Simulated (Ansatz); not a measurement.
PH3 (SMILES P) at its CCSD(T)/cc-pV(T+d)Z minimum, average atomic masses, point group C3v.
(charge 0, multiplicity 1):
```
atom    x (Å)    y (Å)    z (Å)
----  -------  -------  -------
P     -0.0005   0.0001   0.0681
H     -0.4799   1.0866  -0.7023
H      1.1898  -0.1236  -0.6879
H     -0.6931  -0.9646  -0.7024
```

Cores are frozen in the correlated methods.

Run with Ansatz (Gaussian basis) for Hartree–Fock, density functionals and correlated methods. 

Harmonic frequencies (cm⁻¹): 1022 1145 1145 2415 2423 2423.

### Question
Work out the rotational constants, the zero-point energy, and the ideal-gas entropy and heat capacity at 298.15 K and 1 bar (rigid rotor, harmonic oscillator).

### Answer

Principal moments 3.759, 3.759, 4.287 u Å² give 16.8576/I = 4.485, 4.485, 3.932 cm⁻¹. Zero point: Σω/2 = 5286 cm⁻¹ = 15.11 kcal/mol. Translation R(1.5 ln M + 2.5 ln T − 1.1517) with M = 33.998 u: 152.83 J/(mol K). Rotation with σ = 3: q = 198.2, S = R(ln q + 3/2) = 56.45. Vibration, summed over R(u/(eᵘ − 1) − ln(1 − e⁻ᵘ)) with u = 1.43878ω/T: 0.79, of which the lowest mode gives 0.36. S° = 210.1 J/(mol K); C_p = 4R + 3.55 = 36.81 J/(mol K).

Ansatz is an electronic-structure program.
